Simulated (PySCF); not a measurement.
FRb, charge -1, doublet, geometry from GFN2-xTB (such geometries of metal compounds can be far from the true shape) (a state made from the parent by changing its charge; the spin is typed, not shown lowest) (all electrons, no relativity) (in this run its highest filled SCF level lies above zero, so its values depend strongly on the basis, on diffuse functions most of all); HF/STO-3G in PySCF.

Input for PySCF:
```python
from pyscf import gto, scf

mol = gto.Mole()
mol.atom = '''
    Rb   -0.00000000   -0.00000000   -0.65709383
    F     0.00000000    0.00000000    2.70138576
'''
mol.basis = 'sto-3g'
mol.charge = -1
mol.spin = 1
mol.verbose = 5
mol.build()

mf = scf.UHF(mol)
mf.kernel()
```

What the program printed (banner, timings and long lists left out):

```
PySCF version 2.14.0

[INPUT] verbose = 5
[INPUT] max_memory = 4000
[INPUT] num. atoms = 2
[INPUT] num. electrons = 47
[INPUT] charge = -1
[INPUT] spin (= nelec alpha-beta = 2S) = 1
[INPUT] symmetry False subgroup None
[INPUT] Mole.unit = angstrom
[INPUT] Symbol           X                Y                Z      unit          X                Y                Z       unit  Magmom
[...]
[INPUT] ---------------- BASIS SET ----------------
[INPUT] l, kappa, [nprim/nctr], expnt,             c_1 c_2 ...
[INPUT] Rb
[...]
                                535.269937        0.5353281423
                                144.864934        0.4446345422
[...]
                                57.747691         0.3995128261
                                18.781341         0.7001154689
[...]
                                7.169878201       0.2175436044
                                2.766361909       0.9166769611
[...]
                                0.829578393       0.0196064117
                                0.366350565       1.131034442
[...]
                                0.2622161565      -0.1972567438
                                0.1158254875      1.375495512
[...]
                                57.747691         0.6076837186
                                18.781341         0.3919573931
[...]
                                7.169878201       0.5777664691
                                2.766361909       0.4846460366
[...]
                                0.829578393       0.5715227604
                                0.366350565       0.5498949471
[...]
                                0.2622161565      0.629032369
                                0.1158254875      0.6662832743
[...]
                                7.169878201       0.6555473627
                                2.766361909       0.286573259
[INPUT] F
[...]
                                30.360812         0.53532814
                                8.2168207         0.44463454
[...]
                                1.5022812         0.39951283
                                0.4885885         0.70011547
[...]
                                1.5022812         0.60768372
                                0.4885885         0.39195739

nuclear repulsion = 52.4689838107249
number of shells = 13
number of NR pGTOs = 81
number of NR cGTOs = 27
basis = sto-3g
ecp = {}

******** <class 'pyscf.scf.uhf.UHF'> ********
method = UHF
initial guess = minao
damping factor = 0
level_shift factor = 0
DIIS = <class 'pyscf.scf.diis.CDIIS'>
diis_start_cycle = 1
diis_space = 8
diis_damp = 0
SCF conv_tol = 1e-09
SCF conv_tol_grad = None
SCF max_cycles = 50
direct_scf = True
direct_scf_tol = 1e-13
number electrons alpha = 24  beta = 23
Set gradient conv threshold to 3.16228e-05
E1 = -4269.504164508242  E2 = 1216.515556475026  Ecoul = 1323.6026620348246  Exc = -107.0871055597986
init E= -3000.51962422249
cond(S) = 5.193132299188928

  alpha mo_energy =
[-5.46155560e+02 -7.37268676e+01 -6.79363920e+01 -6.79363821e+01
 -6.79363821e+01 -2.63169406e+01 -1.19929152e+01 -9.55598230e+00
 -9.55587292e+00 -9.55587292e+00 -4.37638003e+00 -4.37635812e+00
 -4.37635812e+00 -4.37629527e+00 -4.37629527e+00 -1.70613840e+00
 -1.69223950e+00 -1.02944778e+00 -1.02785404e+00 -1.02785404e+00
 -6.37368070e-01 -6.33804298e-01 -6.33804298e-01 -1.11779486e-02
  3.02910494e-01  3.02910494e-01  3.05264535e-01]
  beta  mo_energy =
[-5.46155560e+02 -7.37268676e+01 -6.79363920e+01 -6.79363821e+01
 -6.79363821e+01 -2.63169406e+01 -1.19929152e+01 -9.55598230e+00
 -9.55587292e+00 -9.55587292e+00 -4.37638003e+00 -4.37635812e+00
 -4.37635812e+00 -4.37629527e+00 -4.37629527e+00 -1.70613840e+00
 -1.69223950e+00 -1.02944778e+00 -1.02785404e+00 -1.02785404e+00
 -6.37368070e-01 -6.33804298e-01 -6.33804298e-01 -1.11779486e-02
  3.02910494e-01  3.02910494e-01  3.05264535e-01]
multiplicity <S^2> = 0.75  2S+1 = 2
E1 = -4316.224268447289  E2 = 1258.5595628057254  Ecoul = 1368.3807165578487  Exc = -109.82115375212334
[...]
 -1.05294026e+00 -4.06095655e-01 -4.06095655e-01 -4.04863466e-01
 -1.78070642e-01 -1.78070642e-01  3.03857181e-01  5.35180908e-01
  8.23552928e-01  8.23552928e-01  8.41614789e-01]
multiplicity <S^2> = 0.7673392  2S+1 = 2.0172647
E1 = -4310.537216454975  E2 = 1252.7886652560296  Ecoul = 1361.8339260100356  Exc = -109.045260754006
cycle= 11 E= -3005.27956738822  delta_E= -1.25e-07  |g|= 9.7e-05  |ddm|= 0.00159
  alpha mo_energy =
[-5.45016106e+02 -7.26739276e+01 -6.68730650e+01 -6.68730650e+01
 -6.68730195e+01 -2.56060975e+01 -1.11335214e+01 -8.69947128e+00
 -8.69947128e+00 -8.69921340e+00 -3.53401165e+00 -3.53401165e+00
 -3.53371871e+00 -3.53371871e+00 -3.53362045e+00 -1.20944413e+00
 -1.07596090e+00 -4.08741005e-01 -4.08741005e-01 -4.08346278e-01
 -3.04871566e-01 -2.20903193e-01 -2.20903193e-01  2.90859849e-01
  8.11350586e-01  8.11350586e-01  8.21338109e-01]
  beta  mo_energy =
[-5.45015243e+02 -7.26726648e+01 -6.68727230e+01 -6.68727230e+01
 -6.68726412e+01 -2.55820061e+01 -1.11314539e+01 -8.69886901e+00
 -8.69886901e+00 -8.69852449e+00 -3.53366624e+00 -3.53366624e+00
 -3.53335074e+00 -3.53335074e+00 -3.53324495e+00 -1.07143348e+00
 -1.05238676e+00 -4.06250766e-01 -4.06250766e-01 -4.05003675e-01
 -1.77372377e-01 -1.77372377e-01  3.04047037e-01  5.34924730e-01
  8.23477389e-01  8.23477389e-01  8.41559920e-01]
multiplicity <S^2> = 0.76732062  2S+1 = 2.0172463
E1 = -4310.539032661025  E2 = 1252.7904814351275  Ecoul = 1361.8359539405192  Exc = -109.04547250539167
cycle= 12 E= -3005.27956741517  delta_E= -2.7e-08  |g|= 1.85e-05  |ddm|= 0.0016
  alpha mo_energy =
[-5.45016081e+02 -7.26739031e+01 -6.68730403e+01 -6.68730403e+01
 -6.68729948e+01 -2.56062591e+01 -1.11334972e+01 -8.69944690e+00
 -8.69944690e+00 -8.69918921e+00 -3.53398737e+00 -3.53398737e+00
 -3.53369479e+00 -3.53369479e+00 -3.53359664e+00 -1.20955721e+00
 -1.07593649e+00 -4.08717158e-01 -4.08717158e-01 -4.08324498e-01
 -3.05009977e-01 -2.21010780e-01 -2.21010780e-01  2.90879801e-01
  8.11371242e-01  8.11371242e-01  8.21358051e-01]
  beta  mo_energy =
[-5.45015218e+02 -7.26726414e+01 -6.68726987e+01 -6.68726987e+01
 -6.68726171e+01 -2.55821619e+01 -1.11314319e+01 -8.69884554e+00
 -8.69884554e+00 -8.69850157e+00 -3.53364246e+00 -3.53364246e+00
 -3.53332739e+00 -3.53332739e+00 -3.53322175e+00 -1.07141488e+00
 -1.05246251e+00 -4.06230142e-01 -4.06230142e-01 -4.04984602e-01
 -1.77469461e-01 -1.77469461e-01  3.04020986e-01  5.34964857e-01
  8.23486994e-01  8.23486994e-01  8.41567313e-01]
multiplicity <S^2> = 0.76731693  2S+1 = 2.0172426
E1 = -4310.5387906447395  E2 = 1252.7902394178516  Ecoul = 1361.8356792695743  Exc = -109.04543985172268
cycle= 13 E= -3005.27956741616  delta_E= -9.9e-10  |g|= 1.94e-06  |ddm|= 0.00027
  alpha mo_energy =
[-5.45016077e+02 -7.26738997e+01 -6.68730369e+01 -6.68730369e+01
 -6.68729914e+01 -2.56062733e+01 -1.11334941e+01 -8.69944375e+00
 -8.69944375e+00 -8.69918610e+00 -3.53398420e+00 -3.53398420e+00
 -3.53369165e+00 -3.53369165e+00 -3.53359351e+00 -1.20956686e+00
 -1.07593396e+00 -4.08714743e-01 -4.08714743e-01 -4.08322332e-01
 -3.05020745e-01 -2.21020142e-01 -2.21020142e-01  2.90881326e-01
  8.11373177e-01  8.11373177e-01  8.21359933e-01]
  beta  mo_energy =
[-5.45015215e+02 -7.26726381e+01 -6.68726954e+01 -6.68726954e+01
 -6.68726137e+01 -2.55821757e+01 -1.11314289e+01 -8.69884247e+00
 -8.69884247e+00 -8.69849854e+00 -3.53363932e+00 -3.53363932e+00
 -3.53332429e+00 -3.53332429e+00 -3.53321867e+00 -1.07141282e+00
 -1.05246952e+00 -4.06228026e-01 -4.06228026e-01 -4.04982615e-01
 -1.77478094e-01 -1.77478094e-01  3.04017168e-01  5.34968685e-01
  8.23488110e-01  8.23488110e-01  8.41568543e-01]
multiplicity <S^2> = 0.76731721  2S+1 = 2.0172429
E1 = -4310.538756433855  E2 = 1252.7902052069592  Ecoul = 1361.835643832382  Exc = -109.04543862542278
Extra cycle  E= -3005.27956741617  delta_E= -8.19e-12  |g|= 4.99e-07  |ddm|= 6.01e-06
converged SCF energy = -3005.27956741617  <S^2> = 0.76731721  2S+1 = 2.0172429
```
